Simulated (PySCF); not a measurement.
# Polarisability as a sum over states

Species: SnMe3(pyrrolidide), C₇H₁₇NSn.
Structure used (PBE0-D3(BJ)/def2-SVP), in Å, numbered top down from 1:
```
atom  x, y, z in Å
Sn1    0.6078    1.1893    0.5091
C2     0.5989    1.0875    2.6547
H3    -0.4274    0.9194    3.0106
H4     0.9759    2.0253    3.0873
H5     1.2349    0.2606    3.0018
C6     2.6200    1.1143   -0.2693
H7     2.6025    1.1241   -1.3688
H8     3.1210    0.1948    0.0665
H9     3.2013    1.9798    0.0813
C10   -0.4574    2.8953   -0.2455
H11   -0.3534    2.9627   -1.3379
H12   -0.0655    3.8200    0.2022
H13   -1.5240    2.8043    0.0041
N14   -0.4603   -0.4488   -0.1172
C15   -0.8172   -0.6233   -1.5076
C16   -1.6806   -1.8989   -1.5127
C17   -1.2732   -2.6406   -0.2224
C18   -0.1501   -1.7747    0.3667
H19    0.0678   -0.7814   -2.1676
H20   -1.3547    0.2567   -1.8984
H21   -1.5067   -2.4993   -2.4183
H22   -2.7498   -1.6428   -1.4930
H23   -2.1189   -2.6824    0.4795
H24   -0.9467   -3.6751   -0.4069
H25   -0.1201   -1.8071    1.4685
H26    0.8346   -2.1538    0.0032
```

Computed with PySCF, TDDFT B3LYP/def2-SVPD, vertical, gas phase, core orbitals frozen in the response, def2 core potentials past Kr. Spin–orbit coupling is left out.

Computed singlets:

```
state  E (eV)       f
   S1    4.58   0.010
   S2    5.34   0.056
   S3    5.44   0.011
   S4    5.45  0.0029
   S5    5.97   0.010
   S6    6.18   0.045
   S7    6.20  0.0062
   S8    6.47   0.041
   S9    6.55   0.013
  S10    6.60  0.0031
```

Task: Build the mean polarisability up from these states and compare it with the full response value.

Result: Each state adds f / ΔE² (ΔE in hartree, 27.2114 eV).

| state | f/ΔE² (au) | running sum (au) | running share of α (%) |
| --- | --- | --- | --- |
| S1 | 0.36 | 0.36 | 0.3 |
| S2 | 1.45 | 1.81 | 1.4 |
| S3 | 0.27 | 2.07 | 1.6 |
| S4 | 0.07 | 2.15 | 1.6 |
| S5 | 0.21 | 2.36 | 1.8 |
| S6 | 0.88 | 3.24 | 2.4 |
| S7 | 0.12 | 3.35 | 2.5 |
| S8 | 0.73 | 4.09 | 3.1 |
| S9 | 0.23 | 4.31 | 3.2 |
| S10 | 0.05 | 4.37 | 3.3 |

The full response gives 133.61 au (19.80 Å³), so 129.2 au comes from the higher roots of the same equations.

Task: By how much does the contribution of these states grow at 632.8 nm?

Result: With ω = 0.0720 hartree each state's term in the mean polarisability goes from f / ΔE² to f / (ΔE² − ω²); the sum over all 10 states goes from 4.37 to 4.96 au, a rise of 0.59 au.

The largest single term belongs to S2, which also has the largest f.

One conformer stands for the species.
